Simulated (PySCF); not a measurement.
disulfane (H₂S₂), SMILES SS.

Coordinates come from a PBE0-D3(BJ)/def2-TZVP optimisation.

Two levels are set side by side: TDDFT-PBE/def2-TZVPD (PySCF) and EOM-CCSD/aug-cc-pVDZ (PySCF). Vertical, same geometry; the bases differ. Differences are taken from unrounded values.

```json
[
 {"quantity": "lowest singlet excitation (eV)", "TDDFT-PBE": "4.55"},
 {"quantity": "lowest triplet excitation (TDA for PBE) (eV)", "TDDFT-PBE": "3.90"}
]
```

**Question.** These are the TDDFT-PBE values. What does EOM-CCSD give? (Estimate from the structure and the level; the computed values follow.)

**Answer.** 
| quantity | EOM-CCSD | TDDFT-PBE minus EOM-CCSD |
|---|---|---|
| lowest singlet excitation (eV) | 5.11 | -0.56 |
| lowest triplet excitation (TDA for PBE) (eV) | 4.44 | -0.54 |

A lower first singlet is the usual sign of a functional without exact exchange. Differences between two approximate levels are no errors against the true value.

Rough cost on one machine, each run with all the roots and properties that it gave: EOM-CCSD against TDDFT-PBE about 4 times.
